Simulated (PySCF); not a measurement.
SeCl₂, SMILES Cl[Se]Cl. Geometry optimised at PBE0-D3(BJ)/def2-TZVP. The isomer is the one that the SMILES or the coordinates give; other isomers of the formula were not compared.

TDA-LC-ωPBE/def2-SVPD run with PySCF 2.14.0 puts the lowest singlet excitations at 3.10, 3.13, 5.81, 6.01, 6.16, 6.63 eV.

**Question.** What are the lowest excitation roots from ADC(2)/aug-cc-pVDZ (PySCF 2.14.0)? (The exact figures need the calculation; the answer reports its results.)

**Answer.** 3.10, 3.22, 5.95, 6.02, 6.21, 6.39 eV. S1 differs by 0.00 eV (second minus first; roots are paired by order, and the bases may differ).
